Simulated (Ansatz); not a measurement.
Born–Oppenheimer molecular dynamics of C2H5AlClNO (11 atoms, charge 0, multiplicity 1). It goes on from the last frame of an earlier run, with new velocities.

These are results of RKS B3LYP-D4/STO-3G (Ansatz), not measurements.

```yaml
ensemble: NVE (velocity Verlet)
time_step: 0.5 fs
steps_asked: 400
starting_velocities_drawn_for: 500 K
seed: 861073
```

First frame:

```xyz
11
Properties=species:S:1:pos:R:3
C -1.644 1.153 0.657
Al 0.106 0.361 0.445
O 1.427 0.617 1.456
C 0.630 -0.999 -0.791
N 1.898 -1.255 -0.976
Cl -0.622 -1.603 -2.107
H -1.646 2.250 0.820
H -2.136 0.636 1.519
H -2.232 1.027 -0.306
H 2.210 0.079 1.068
H 2.072 -1.804 -1.887
```

(1) How far do the bonds stretch over the last three quarters of this one trajectory? (Pairs bonded in most of those frames.)

Answers

(1) 
```
  bond  mean (Å)  spread (Å)  shortest  longest
C1–Al2     1.898       0.025      1.85     1.94
 C1–H7     1.102       0.021      1.06     1.15
 C1–H8     1.102       0.021      1.06     1.14
 C1–H9     1.102       0.020      1.06     1.14
Al2–O3     1.691       0.018      1.66     1.73
Al2–C4     1.944       0.048      1.85     2.02
O3–H10     1.025       0.027      0.98     1.07
 C4–N5     1.300       0.019      1.26     1.34
C4–Cl6     1.904       0.041      1.81     1.98
N5–H11     1.076       0.006      1.06     1.09
```

Mean temperature of the second half: 391 K. The conserved energy stayed within 0.19 meV per atom of its start (net change 0.091 meV per atom), so the integration is sound. A run of 0.2 ps of so small a system gives no equilibrium averages. Limits of this set-up: minimal basis.

The run took 20 min on 1 thread of Arm Neoverse V1, with other jobs on the host, peak memory 0.11 GiB.
